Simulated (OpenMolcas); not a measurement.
# Lines of Ge: computed and rescaled rates

```yaml
Program: OpenMolcas 26.06
Method: "SS-RASPT2, IPEA 0.25 Eh, imaginary shift 0.1 Eh (closed shells correlated: 3d)"
Basis: ANO-RCC [10s9p8d5f2g]
Scalar_Hamiltonian: DKH2, point nucleus
Active_space: 4 electrons in 9 orbitals (RAS2 4s 4p; RAS3 4d, at most 2 electrons)
State_averaging: 2S+1 = 3 even, 3 roots; 2S+1 = 1 even, 6 roots; 2S+1 = 5 odd, 1 root; 2S+1 = 3 odd, 5 roots; 2S+1 = 1 odd, 5 roots
Spin-orbit_coupling: state interaction with AMFI integrals over the reference wave functions, term energies averaged over their components
```

Rates come from the transition moments of the reference wave functions (E1 and E2 in the length form). At fixed line strength A goes as λ^-3 for E1 and M1 and as λ^-5 for E2, so a rate at the computed wavelength can be rescaled to the measured one. Measured vacuum wavelengths follow from level energies in NIST Handbook of Basic Atomic Spectroscopic Data. Branching counts decays inside the model space alone, at computed energies, and the table is only a selection of the E2 and M1 lines, drawn from those between levels with measured partners whose computed energy lies within a factor of 1.5 of the measured one.

```csv
Upper,Lower,Type,λ computed (nm),λ measured (nm),A computed (s-1),A rescaled (s-1),Branching %
4s² 4p² ¹S₀,4s² 4p² ³P₁,M1,631.9,632.5,1.10e+00,,50.2
4s² 4p² ¹S₀,4s² 4p² ¹D₂,E2,1074,1082,1.04e+00,1.00e+00,47.4
4s² 4p² ¹D₂,4s² 4p² ³P₂,M1,1742,1750,7.82e-02,,66.5
4s² 4p² ¹S₀,4s² 4p² ³P₂,E2,664.3,668.6,5.46e-02,,2.5
4s² 4p² ¹D₂,4s² 4p² ³P₁,M1,1536,1522,3.85e-02,,32.7
4s² 4p² ³P₂,4s² 4p² ³P₁,M1,12960,11730,6.16e-03,8.31e-03,100.0
4s² 4p² ³P₁,4s² 4p² ³P₀,M1,20040,17950,2.23e-03,3.10e-03,100.0
4s² 4p² ¹D₂,4s² 4p² ³P₂,E2,1742,1750,6.84e-04,,0.6
```

Spin-changing lines and M1 lines between different terms are not rescaled, since their strength hangs on the term gaps too.

The largest correction is for 4s² 4p² ³P₁ → 4s² 4p² ³P₀ (M1): 2.23e-03 × (20040 / 17950)^3 = 3.10e-03 s-1, a factor of 1.39.

No measured rate stands beside these. Rescaling mends the energy factor alone: line strengths can still be far off where a level mixes with configurations outside the active space, and weak or spin-changing lines hang on small mixing coefficients that depend on the term gaps too, so rescaling need not improve them.

CASPT2 breaks the degeneracy within a term, and the mean is taken; among the terms shown or strongly mixed into the levels shown the widest spread is 26 cm-1 (4s² 4p² ¹D). The run also gave levels led by 4s² 4p 4d, which use shells meant for correlation; these and all levels above them are left out. Computed and measured levels are paired by configuration, term and J; levels that our copy of the source lacks, or whose pairing is in doubt (as where it misses far off the trend of its configuration), stay unpaired. Only configurations of the active space appear.
